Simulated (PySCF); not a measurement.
## Shifts of the heteroatoms

Atoms are numbered as in `[CH2:1]=[C:2]([F:3])[Si@@H:4]1[NH:5][CH2:6][C@@H:7]1[N:8]([CH3:9])[CH3:10]`. Hydrogens are named by the atom that carries them. Ha(C6) is cis to C2 on the ring; Ha(C1) is cis to F3; Hb(C6) is trans to C2 on the ring; Hb(C1) is trans to F3.

Computed data (PySCF 2.14): GFN2-xTB geometry, NMR shieldings at PBE0/pcSseg-1/GIAO. Non-relativistic, one conformer, isolated molecule, rapidly exchanging positions averaged.

Problem. Where does ¹⁹F resonate?

Solution. 
```
atoms       environment  σ (ppm)  δ (ppm)
   F3  vinylic fluorine    270.7    -98.3
```

Shieldings were converted by a linear fit to measured shifts: ¹⁹F: δ = 146.13 − 0.903σ +14.6 on sp3 carbon (rms 6.0 ppm, 223 shifts, 7.0 ppm with the 5 outliers that the fit left out vs CFCl3, solution or neat liquid). Occasional misses reach two or three times the rms, and more in compound classes unlike the fitted ones.

On a 500 MHz spectrometer ¹⁹F resonates near 470.5 MHz, so 1 ppm is 470.5 Hz.

Problem. Predict the ²⁹Si NMR data.

Solution. 
| atoms | environment | σ (ppm) | δ (ppm) |
| --- | --- | --- | --- |
| Si4 | silicon bonded to 2 C, N, H, in a 4-membered ring | 366.0 | -20.8 |

Shieldings were converted by a linear fit to measured shifts: ²⁹Si (scatter 8.9 ppm rms, 25.8 ppm with the 6 outliers that the fit left out vs TMS, solution or neat liquid). A few per cent of atoms miss by over 2 rms, more outside the fitted compound classes.

On a 600 MHz spectrometer ²⁹Si resonates near 119.2 MHz, so 1 ppm is 119.2 Hz.

Problem. Predict the ¹⁵N NMR data.

Solution. 
```csv
atoms,environment,σ (ppm),δ (ppm)
N8,amine nitrogen,216.4,-347.5
N5,"nitrogen bonded to C, Si, H, in a 4-membered ring",236.5,-366.0
```

Shieldings were converted by a linear fit to measured shifts: ¹⁵N (scatter 6.3 ppm rms vs CH3NO2, solution or neat liquid). Occasional misses reach two or three times the rms, and more in compound classes unlike the fitted ones.

On a 600 MHz spectrometer ¹⁵N resonates near 60.8 MHz, so 1 ppm is 60.8 Hz.
